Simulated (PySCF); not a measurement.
A GIAO shielding run with PySCF 2.14.0 with density-fitted response routines (density fitting, non-relativistic, gas phase) on `CO[C@@H]([C@@H]1[C@H](OCC)C1)F`, C7H13FO2:

```
$ OMP_NUM_THREADS=1 python probes_run.py task.json out

{"job": {"kind": "nmr", "xc": "PBE0", "basis": "pcSseg-1"}, "charge": 0, "multiplicity": 1}
C      1.426434     1.363914    -0.906998
C      1.835800     0.009362    -1.475249
O      0.915278    -1.030007    -1.200113
C      0.937599    -1.496621     0.108886
C     -0.087217    -2.508904     0.495721
C     -0.151555    -1.126245     1.090360
C     -1.269390    -0.221663     0.654145
F     -2.487065    -0.736636     1.108685
O     -1.086261     1.030276     1.185773
C     -2.022821     1.995628     0.743915
H      0.486236     1.685699    -1.347037
H      2.190487     2.101731    -1.137024
H      1.299951     1.306804     0.171369
H      1.881374     0.055239    -2.566492
H      2.829401    -0.270594    -1.094094
H      1.943499    -1.600683     0.513683
H      0.201534    -3.331886     1.129190
H     -0.832675    -2.754442    -0.244101
H      0.116922    -0.991908     2.129501
H     -1.370324    -0.208043    -0.446023
H     -1.726788     2.935851     1.202530
H     -3.035616     1.731350     1.060000
H     -1.999555     2.088760    -0.347736
```

Hardware: 1 thread of an Arm Neoverse V1, shared host. The job also computes population analyses, field gradients, ring-centre shieldings.

Problem. How large is the calculation?

Solution. 80 electrons, 235 basis functions and 1214 auxiliary functions.

Problem. How long does it take, and how much memory does it need?

Solution. 69 s of wall time, with 14 SCF cycles and 4 response iterations; peak memory 1.1 GiB. Times on a shared host scatter by some tens of per cent.
